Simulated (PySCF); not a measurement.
**Worked example: dipole moment from atomic charges**

Mg(Br)(OH) (BrHMgO), SMILES [OH][Mg][Br]. Atoms are numbered in the order given.

```xyz
4

Mg     0.0126     1.1599     0.0000
Br    -0.0006    -1.1737     0.0000
O     -0.0411     2.9156     0.0000
H      0.1980     3.8347     0.0000
```
Charge 0, spin multiplicity 1.

Geometry: B3LYP-D3(BJ)/def2-TZVP. Other conformers were not sampled.

Charges (e) from CAM-B3LYP/def2-TZVPD in PySCF:

```tsv
atom	IAO	ESP fit
Mg1	1.643	0.998
Br2	-0.772	-0.441
O3	-1.243	-0.982
H4	0.371	0.425
```

The dipole moment of the full density is 1.96 D.

What dipole moment does each set of point charges give, and which comes closer to that of the density?


μ = Σ q r, and 1 e Å = 4.8032 D.
IAO: Σ q r = (0.146, 0.610, 0.000) e Å, |μ| = 3.01 D.
ESP fit: Σ q r = (0.137, 0.442, 0.000) e Å, |μ| = 2.22 D.
ESP fit comes closer in size. Point charges leave out the atoms' own dipoles (lone pairs, polarised bonds); fits to the potential absorb them, partitions of the density don't.
